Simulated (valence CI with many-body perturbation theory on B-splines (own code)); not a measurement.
Values are calculated unless marked as measured or tabulated.
# Hyperfine factors and g values of Re XXV

Method: relativistic CI+MBPT: five valence electrons over a frozen Dirac-Fock core [Kr] 4d10, radial functions for each j: 7 s, 7 p, 7 d, 7 f, 4 g, 2 h, with the one-electron correlation potential Σ1 (screened to all orders), the two-electron term Σ2, the three-electron term Σ3, Breit, model QED; selected single and double excitations, second order for the rest, scaled by the run's own slope (own B-spline code, finite nucleus).

No measured levels were compared; by estimate terms of the open shell hold to a few per cent of their energy, and close levels can change places. Core correlation moves these levels by up to 3600 cm⁻¹, and in measured spectra 5 to 20 % of such shifts remained as error; rates that hang on mixing are uncertain with them. Among the levels kept, up to 810 cm⁻¹ of a level comes from second order outside the variational space, and about a tenth of that is noise between levels of different J, which matters for small intervals. Only levels of the ground parity were solved; by the run's estimate the other parity begins above the list, which can be wrong where configurations are misplaced.

A/g_I is the dipole constant over the nuclear g factor μ/I (μ in nuclear magnetons, uniformly magnetised nucleus), B/Q the quadrupole constant per barn. Both hold the static response of the core; the bare values leave it out. Large factors of s and p1/2 electrons are usually good to 5 to 10 %; those of open d and f shells near neutrality can be off by tens of per cent, and small factors of p3/2, d and f electrons come from cancelling terms and can be off by a factor of two or in sign, in half-filled shells by more. B is blank for J = 1/2, where it vanishes, and for nearly pure S terms. Energies count from the lowest level.

Names give the largest LS component (configuration and term), which can be under half, so a name can repeat, a term be missing and a line seem to break the LS rules; names also repeat where a configuration has a term twice. Letters in brackets count levels of one name in rising energy.

```tsv
Level	E (eV)	g	A/g_I (MHz)	A/g_I bare	B/Q (MHz/b)	B/Q bare
4f5 6H°_5/2	0.000	0.408	5410	4500	-3660	-3230
4f5 6H°_7/2	1.410	0.859	3340	3180	-3120	-2760
4f5 6H°_9/2	2.656	1.066	2470	2650	-3020	-2680
4f5 6F°_5/2 [a]	3.081	1.143	2550	2940	-1340	-1180
4f5 6F°_3/2	3.124	0.973	3520	3660	-637	-547
4f5 6F°_1/2	3.259	-0.539	11500	9270		
4f5 6H°_11/2	3.706	1.174	2080	2470	-3200	-2860
4f5 6F°_7/2	4.304	1.324	1350	1980	-14.2	-39.4
4f5 6H°_13/2	4.570	1.228	1940	2430	-3550	-3200
4f5 6H°_15/2	5.083	1.208	2140	2610	-3070	-2800
4f5 6F°_9/2	5.489	1.382	1060	1780	1160	982
4f5 6F°_5/2 [b]	6.180	0.931	3380	3390	-2550	-2250
4f5 6F°_11/2	6.587	1.400	1040	1800	2410	2070
4f5 4M°_15/2	6.699	0.978	2950	3010	921	756
4f5 4F°_3/2	7.095	0.551	4990	4340	-173	-162
4f5 4I°_9/2	7.568	0.811	3580	3350	-1870	-1640
4f5 4L°_13/2	7.584	0.937	3150	3140	-316	-306
4f5 4K°_11/2	7.663	0.897	3270	3190	-1080	-961
4f5 4P°_5/2	8.065	1.383	1310	2070	-2440	-2150
4f5 4G°_7/2 [a]	8.074	1.051	2740	2930	-2440	-2180
4f5 4M°_17/2	8.489	1.005	2840	2950	3090	2680
4f5 2P°_1/2	9.001	0.415	8170	7700		
4f5 6P°_3/2	9.331	1.966	-2510	-959	716	611
4f5 4L°_15/2	9.496	1.012	2800	2920	-322	-298
4f5 4G°_9/2	9.518	1.096	2520	2790	-1340	-1220
4f5 4M°_19/2	9.701	1.064	2620	2830	3690	3200
4f5 4F°_5/2	9.852	0.912	3510	3500	441	371
4f5 2K°_15/2	10.181	1.060	2550	2740	67.2	30.9
4f5 4K°_13/2	10.208	0.943	3070	3070	-1570	-1360
4f5 4H°_11/2	10.229	1.119	2410	2720	534	452
4f5 4H°_7/2	10.236	0.821	3440	3210	587	536
4f5 4M°_21/2	10.309	1.096	2550	2820	4290	3720
4f5 2G°_9/2	10.392	1.066	2520	2720	1970	1720
4f5 4I°_11/2	10.707	0.926	2970	2910	-1520	-1310
4f5 4L°_17/2	10.720	1.032	2830	3000	-181	-165
4f5 4D°_7/2	10.822	1.442	553	1330	1150	984
4f5 4I°_13/2	10.856	1.024	2720	2860	-1000	-880
4f5 6P°_5/2	11.168	1.449	912	1770	-2030	-1780
4f5 4H°_13/2	11.341	1.131	2400	2740	-146	-156
4f5 4D°_3/2	11.544	1.345	1050	1680	11.5	23.4
```

Question: Take the isotope of mass number 187, with I = 5/2, μ = 3.209 μN and Q = 1.94 b. What is the hyperfine structure of 4f5 6F°_5/2 [a]?

Answer: From the table A = 3270 MHz, B = -2600 MHz. Shifts from the centre of gravity in MHz: F = 0: -30400, F = 1: -26500, F = 2: -19000, F = 3: -8240, F = 4: 5000, F = 5: 19800.
